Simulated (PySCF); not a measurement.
# Computed data sheet: `C=C(C)/C(F)=C\CN`

Species: C₆H₁₀FN.
Geometry (GFN2-xTB, Å), atoms numbered from 1 in this order:
```
atom  x, y, z in Å
C1    -2.5901   -0.9001    0.3069
C2    -1.4280   -0.3173    0.0074
C3    -1.3654    1.1498   -0.2959
C4    -0.2058   -1.1178   -0.0180
F5    -0.4363   -2.4155    0.3541
C6     1.0662   -0.8647   -0.3321
C7     1.7667    0.4041   -0.7166
N8     2.6870    0.8672    0.3169
H9    -3.5057   -0.3356    0.3385
H10   -2.6685   -1.9500    0.5275
H11   -1.0435    1.3179   -1.3221
H12   -0.6771    1.6590    0.3758
H13   -2.3522    1.5897   -0.1725
H14    1.7364   -1.7127   -0.2347
H15    2.3623    0.2154   -1.6162
H16    1.0787    1.2180   -0.9298
H17    2.1824    1.0432    1.1801
H18    3.3841    0.1555    0.5123
```

Among its groups: C=C double bond, amine and C–F bond.

**GFN2-xTB geometry**

- Point group of the GFN2-xTB geometry: C1
- Rotational constants A, B, C of the GFN2-xTB geometry: 3.082, 1.332, 0.993 GHz

From PBE0/def2-SVPD ground state and vertical TDDFT (core frozen in the response) (PySCF):

- Dipole moment: 0.88 D
- HOMO energy: -6.63 eV
- LUMO energy: -1.02 eV
- HOMO–LUMO gap: 5.61 eV
- Lowest singlet excitation: 5.04 eV (246 nm, f = 0.280)
- Strongest line among the 8 lowest singlet transitions: S2 at 5.73 eV (216 nm, f = 0.369)
- Lowest triplet excitation (Tamm–Dancoff): 3.12 eV
- Static isotropic polarisability: 88.9 au
- Electronic spatial extent ⟨r²⟩ about the centre of nuclear charge: 1185 bohr²

Monoisotopic mass (most abundant isotopes): 115.0797 u.

With B = h/(8π²I), that is 505.379 GHz u Å² over I, the principal moments of inertia are 164.0, 379.4 and 508.9 u Å² (most abundant isotopes). The largest Löwdin shares of the HOMO are 0.22 on N8, 0.21 on C6, 0.16 on C4 and 0.15 on C1. The polarisability is 13.18 Å³ as a volume (1 au = 0.148185 Å³), or 1.43 au for each of the 62 electrons. The principal polarisabilities are 61.5, 77.2 and 128.1 au; their mean is the isotropic value. The vertical singlet–triplet gap S1 − T1 is 1.92 eV (TDDFT singlet less Tamm–Dancoff triplet; S1: HOMO→LUMO, weight 0.74; T1: HOMO→LUMO, weight 0.84). The largest Löwdin shares of the LUMO are 0.25 on C1, 0.19 on C6, 0.17 on C2 and 0.14 on C4.

Isolated species at its GFN2-xTB geometry (one conformer only).

For the TDDFT job (PBE0/def2-SVPD), on one thread of an Intel Xeon at 2.70 GHz (shared host), this took 89 s wall and 0.92 GiB of memory at its peak.
